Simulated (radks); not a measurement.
Values are calculated unless marked as measured or tabulated.
Ionisation of neutral calcium, [Ar] 4s2, to [Ar] 4s1 as the strength of local exchange is varied. Code: a radial shooting solver on a logarithmic mesh with Libxc functionals. Model: Dirac Kohn-Sham, Slater X-alpha exchange (alpha = 2/3 is LDA exchange), no correlation, spin-unpolarised, spherical densities, point nucleus.

| alpha | E(Ca) (hartree) | exchange (hartree) | IE (eV) | -e of the level emptied (eV) | <r> of it (bohr) |
|---|---|---|---|---|---|
| 0.576 | -672.68382 | -28.09886 | 5.140 | 2.644 (4s1/2) | 4.226 |
| 0.623 | -674.97990 | -30.47885 | 5.372 | 2.848 (4s1/2) | 4.157 |
| 0.667 | -677.13538 | -32.71882 | 5.593 | 3.045 (4s1/2) | 4.094 |
| 0.781 | -682.74683 | -38.57576 | 6.187 | 3.578 (4s1/2) | 3.943 |
| 0.818 | -684.57640 | -40.49326 | 6.385 | 3.758 (4s1/2) | 3.897 |
| x | -695.13773 | -51.63616 | 7.579 | 4.860 (4s1/2) | 3.657 |

Which alpha was used in the last row?

Answer. alpha = 1.03. NIST Atomic Spectra Database: 6.113 eV (measured). The Delta-SCF value meets it near alpha = 0.77. Spin polarisation and multiplet splitting are left out, so open shells lie too high by an amount that depends on their filling.

Beside tabulated values, note that spin-unpolarised runs miss the spin-polarisation part of the exchange energy of open shells.
